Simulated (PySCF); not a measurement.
## A survey of $^{29}$Si NMR shifts

Level of theory: σ from GIAO-PBE0/pcSseg-1, GFN2-xTB geometry, in PySCF 2.14 (non-relativistic, single conformer, no solvent, rapidly exchanging positions averaged).

Shieldings were converted by a linear fit to measured shifts: $^{29}$Si: δ = 279.94 − 0.822σ (rms 8.9 ppm, 72 shifts, 25.8 ppm with the 6 outliers that the fit left out vs TMS, solution or neat liquid). Occasional misses reach two or three times the rms, and more in compound classes unlike the fitted ones.

Problem. Give the $^{29}$Si shifts of `O=Cc1ccccc1O[SiH3]`, `FC[Si]([SiH3])([SiH3])CS[SiH3]`, `C[Si@@H](C[SiH3])S[Si@@H](F)[SiH3]`, `[SiH3]C1=C([SiH3])C(=S)C1`, `N[SiH2]CCNCC(F)(F)F`, `C=c1oc(=C)c(C=O)c1[SiH3]`, `CS[SiH2][Si@H](CF)[SiH2][SiH3]`.

Solution. 
| compound | environment | δ (ppm) |
| --- | --- | --- |
| O=Cc1ccccc1O[SiH3] | silicon bonded to O, 3 H | -40.6 |
| [F:1][CH2:2][Si:3]([SiH3:4])([SiH3:5])[CH2:6][S:7][SiH3:8] | Si3: silicon bonded to 2 C, 2 Si | -39.6 |
| [F:1][CH2:2][Si:3]([SiH3:4])([SiH3:5])[CH2:6][S:7][SiH3:8] | Si8: silicon bonded to S, 3 H | -46.6 |
| [F:1][CH2:2][Si:3]([SiH3:4])([SiH3:5])[CH2:6][S:7][SiH3:8] | Si4/5: silicon bonded to Si, 3 H (×2) | -101.8 |
| [CH3:1][Si@@H:2]([CH2:3][SiH3:4])[S:5][Si@@H:6]([F:7])[SiH3:8] | Si6: silicon bonded to F, S, Si, H | 21.8 |
| [CH3:1][Si@@H:2]([CH2:3][SiH3:4])[S:5][Si@@H:6]([F:7])[SiH3:8] | Si2: silicon bonded to 2 C, S, H | -6.7 |
| [CH3:1][Si@@H:2]([CH2:3][SiH3:4])[S:5][Si@@H:6]([F:7])[SiH3:8] | Si4: silicon bonded to C, 3 H | -71.9 |
| [CH3:1][Si@@H:2]([CH2:3][SiH3:4])[S:5][Si@@H:6]([F:7])[SiH3:8] | Si8: silicon bonded to Si, 3 H | -98.8 |
| [SiH3:1][C:2]1=[C:3]([SiH3:4])[C:5](=[S:6])[CH2:7]1 | Si1: silicon bonded to C, 3 H | -79.5 |
| [SiH3:1][C:2]1=[C:3]([SiH3:4])[C:5](=[S:6])[CH2:7]1 | Si4: silicon bonded to C, 3 H | -85.0 |
| N[SiH2]CCNCC(F)(F)F | silicon bonded to C, N, 2 H | -32.9 |
| C=c1oc(=C)c(C=O)c1[SiH3] | silicon bonded to C, 3 H | -79.2 |
| [CH3:1][S:2][SiH2:3][Si@H:4]([CH2:5][F:6])[SiH2:7][SiH3:8] | Si3: silicon bonded to S, Si, 2 H | -42.4 |
| [CH3:1][S:2][SiH2:3][Si@H:4]([CH2:5][F:6])[SiH2:7][SiH3:8] | Si4: silicon bonded to C, 2 Si, H | -70.4 |
| [CH3:1][S:2][SiH2:3][Si@H:4]([CH2:5][F:6])[SiH2:7][SiH3:8] | Si8: silicon bonded to Si, 3 H | -105.0 |
| [CH3:1][S:2][SiH2:3][Si@H:4]([CH2:5][F:6])[SiH2:7][SiH3:8] | Si7: silicon bonded to 2 Si, 2 H | -111.7 |

Problem. Match the shifts -23.5, -31.9, -42.5, -63.6, -86.4 ppm to `C=C=C(C#C[SiH2]C)C(=O)O`, `C=CCC1=CC(=O)[SiH2]C1=O`, `COC(=O)[Si](C)(OC)OC`, `CO[C@@](C)(CC#N)[SiH2]N`, `C#CC1(C#C)C[SiH2]CS1`.

Solution. -23.5: C#CC1(C#C)C[SiH2]CS1 (silicon bonded to 2 C, 2 H, in a 5-membered ring); -31.9: CO[C@@](C)(CC#N)[SiH2]N (silicon bonded to C, N, 2 H); -42.5: COC(=O)[Si](C)(OC)OC (silicon bonded to 2 C, 2 O); -63.6: C=C=C(C#C[SiH2]C)C(=O)O (silicon bonded to 2 C, 2 H); -86.4: C=CCC1=CC(=O)[SiH2]C1=O (silicon bonded to 2 C, 2 H, in a 5-membered ring).
